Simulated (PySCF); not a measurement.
BaCl₂, SMILES [Cl][Ba][Cl] (connectivity only; charge and spin as stated), charge +1, multiplicity 2.

Geometry optimised at B3LYP-D3(BJ)/def2-TZVP. The multiplicity is an assumed one; other spin states were not compared. The isomer is the one that the SMILES or the coordinates give; other isomers of the formula were not compared. The def2 effective core potentials stand for the cores of Ba; spin–orbit coupling is left out.

Two levels are set side by side: PBE/def2-TZVPD (PySCF) and ωB97X/def2-TZVPD (PySCF). Same geometry, gas phase. Differences are taken from unrounded values.

| quantity | ωB97X | PBE | PBE minus ωB97X |
|---|---|---|---|
| α-spin orbital gap (eV) | 10.40 | 4.25 | -6.15 |
| β-spin orbital gap (eV) | 8.05 | 1.37 | -6.68 |
| mean polarisability (bohr³) | 65.5 | 63.4 | -2.1 |

Rough cost on one machine, each run with all the roots and properties that it gave: ωB97X against PBE within a factor of 2.
